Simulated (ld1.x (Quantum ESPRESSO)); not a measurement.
# Pseudopotential generation for Mo: TM, PBEsol, fully relativistic.

molybdenum (Mo), norm-conserving Troullier–Martins (Kleinman–Bylander form), made with ld1.x (Quantum ESPRESSO) 7.5 (PBEsol, fully relativistic). Core [Ar] 3d10 4s2, reference 4p6 4d5 5s1 5p0. Waves: 5s (bound): rc 3.05 bohr; 4p (bound): rc 1.40 bohr; 4d (bound): rc 1.45 bohr. Local part: the d channel. Core correction: a·sin(br)/r model core, default radius (core density twice the valence density).

Open shells are filled in proportion to 2j + 1 (rel_dist='average').

All-electron outer shells of the reference configuration (PBEsol, scalar-relativistic, ld1.x):

| shell | level (eV) | outermost node (bohr) | outermost maximum (bohr) |
| --- | --- | --- | --- |
| 3d | -220.99 | – | 0.32 |
| 4s | -64.30 | 0.51 | 0.99 |
| 4p | -38.46 | 0.52 | 1.06 |
| 5s | -4.12 | 1.34 | 2.93 |
| 4d | -3.77 | 0.53 | 1.38 |
| 5p | -1.01 | 1.54 | 4.05 |

What the tests gave:

- Cutoffs needed: 60 Ry and 110 Ry (the cutoffs (Ry, on a coarse ladder) from which the occupation-weighted sum of valence levels, in a spherical-Bessel basis at the reference potential, stays within 10 and 1 mRy of its value at 400 Ry)
- Ghost test: ghost state, extra bound levels that the all-electron valence spectrum of the same l lacks: s at -87.7 eV; a true bound ghost makes a file unfit for plane-wave use (spherical-Bessel basis up to 400 Ry, 20 bohr box)
- Largest excitation error: -19 meV (all-electron minus pseudo) for 4p6 4d2 5s0 5p0, out of 7 test configurations

Generation and tests took about 2.4 s on one core of a shared server CPU.
